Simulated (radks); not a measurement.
Task: These are the eigenvalues of the occupied orbitals of an atom or ion with whole-number occupations (hartree). All-electron calculation, scalar-relativistic Kohn-Sham, PBEsol, spin-polarised, spherical densities, finite nucleus; Fermi nuclear charge, rms radius of each element as measured or else 0.836 A^(1/3) + 0.57 fm. Program: a radial shooting solver on a logarithmic mesh with Libxc functionals.

orbital  eigenvalue
1s        -2300.372
2s        -432.3886
2p        -387.3092
3s        -135.4761
3p        -121.8583
3d        -105.6164
4s        -60.70332
4p        -55.66736

Which element is it, and in what charge state? The configuration may be excited. Open shells, if any, are filled with parallel spins first.

Result: Z = 70, ytterbium, charge +34: Yb34+ in [Kr]. The list shows which subshells hold electrons but not how many an open one holds; the 1s level, -2300.4 hartree, gives Z - s = 67.8 by -(Z - s)^2/2, which with screening and relativity narrows Z to a few neighbours, and the depths of the outer levels then fix element, charge and occupations together.
